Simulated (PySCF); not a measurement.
C5H4F2, SMILES C1C(F)(F)C=CC=1.

The structure is a stationary point at PBE-D3(BJ)/def2-SVP. Other conformers were not sampled.

These are PBE/def2-TZVP (PySCF) values and carry that method's errors.

```
Item                                                                                                            Value
---------------------------------------------------------------------------------------------  ----------------------
total energy                                                                                       -392.29571 hartree
point group                                                                                                       C2v
highest occupied level                                                                                       -5.94 eV
lowest empty level                                                                                           -2.91 eV
orbital gap                                                                                                   3.03 eV
dipole moment                                                                                                  2.33 D
quadrupole, principal values (traceless, Buckingham form, about the centre of nuclear charge)   -7.35, 1.40, 5.95 D·Å
mean static polarisability                                                                       56.0 bohr³ (8.29 Å³)
polarisability, principal values                                                               39.5, 60.9, 67.6 bohr³
```
